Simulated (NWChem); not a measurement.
Species: SbBr3; SMILES [Br][Sb]([Br])[Br]

```xyz
4

Sb     0.0000     0.0000     0.8068
Br     0.8072    -2.0564    -0.4038
Br     1.3773     1.7273    -0.4038
Br    -2.1845     0.3291    -0.4038
```
Atoms are numbered in this order, from 1.

All runs: NWChem. The geometry was optimised at PBE0/def2-SVP. Not confirmed as a minimum by frequencies. def2 effective core potentials on Sb; no spin-orbit coupling. Ions are spin-unrestricted doublets at the neutral geometry; other ion states weren't tried.

Among these, which level gives the highest value of “−ε(HOMO) (eV)”?
A. Hartree-Fock/def2-SVPD
B. M06-2X/def2-SVPD
C. PBE/def2-SVPD
D. B3LYP/def2-SVPD

A, Hartree-Fock/def2-SVPD. Values: PBE/def2-SVPD 7.16; B3LYP/def2-SVPD 8.01; M06-2X/def2-SVPD 9.28; Hartree-Fock/def2-SVPD 10.47
